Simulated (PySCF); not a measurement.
A calculated (LDA, PySCF 2.14, x2c-TZVPPall, the spin-free X2C one-electron Hamiltonian (Gaussian nucleus)) atom or ion has these occupied shells.

| shell | electrons | orbital energy (eV) | rms radius, mean of both spins (bohr) |
| --- | --- | --- | --- |
| 1s α | 1 | -8859.5 | 0.0602 |
| 1s β | 1 | -8859.4 | 0.0602 |
| 2s α | 1 | -1096.3 | 0.255 |
| 2s β | 1 | -1094.9 | 0.255 |
| 2p α | 3 | -952.39 | 0.229 |
| 2p β | 3 | -951.31 | 0.229 |
| 3s α | 1 | -149.36 | 0.760 |
| 3s β | 1 | -146.81 | 0.760 |
| 3p α | 3 | -106.96 | 0.801 |
| 3p β | 3 | -104.45 | 0.801 |
| 3d α | 5 | -38.642 | 0.986 |
| 3d β | 3 | -36.389 | 0.986 |
| 4s α | 1 | -25.443 | 2.54 |

**Question.** Name the element and its charge.

**Answer.** Cu²⁺ (copper, charge +2), in [Ar] 3d8 4s1, high-spin 4F determinant (an excited configuration).
